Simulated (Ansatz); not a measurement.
The same path of C$_{2}$H$_{4}$ClGaO (9 atoms, charge 0, multiplicity 1) was run twice with different band settings. The coordinate that changes most is the dihedral H6–O1–C2–Cl3.

These are results of RHF/def2-SVP in Ansatz 0.2.0, not measurements.

Relaxed end points:

```xyz
9
Properties=species:S:1:pos:R:3
O -0.485 1.725 1.432
C -0.304 0.555 0.828
Cl -0.774 -0.793 1.842
C 0.179 0.419 -0.400
Ga 0.507 -1.218 -1.424
H -0.837 1.623 2.303
H 0.411 1.377 -0.857
H 1.091 -1.042 -2.876
H 0.212 -2.647 -0.846
```

```xyz
9
Properties=species:S:1:pos:R:3
O -0.797 1.385 1.724
C -0.517 0.437 0.833
Cl -1.555 -0.947 1.107
C 0.372 0.424 -0.143
Ga 0.530 -1.176 -1.305
H -0.239 2.136 1.583
H 0.980 1.320 -0.251
H -0.315 -1.262 -2.629
H 1.541 -2.318 -0.920
```

Common settings: movable images 7; climbing image yes; spring 5.0 eV/Å²; optimiser quadratic models (default); start path through a guess of the saddle point; iteration limit 60; end points relaxed.

| run | force threshold |
| --- | --- |
| 1 | 0.05 eV/Å |
| 2 | 0.5 eV/Å |

**Question.** What does each run give, and how far can it be trusted?

**Answer.** Run 1: converged after 14 iterations, highest image 0.210 eV above the first end. A vibrational analysis at the climbing image gives one clearly imaginary mode, 325i cm⁻¹: a first-order saddle point.
Run 2: converged after 6 iterations, highest image 0.213 eV above the first end. The threshold of 0.5 eV/Å is loose, so the images may lie well off the minimum-energy path. Another band between the same ends (7 images) ends at a top of the same energy, where a vibrational analysis finds 1 clearly imaginary mode.
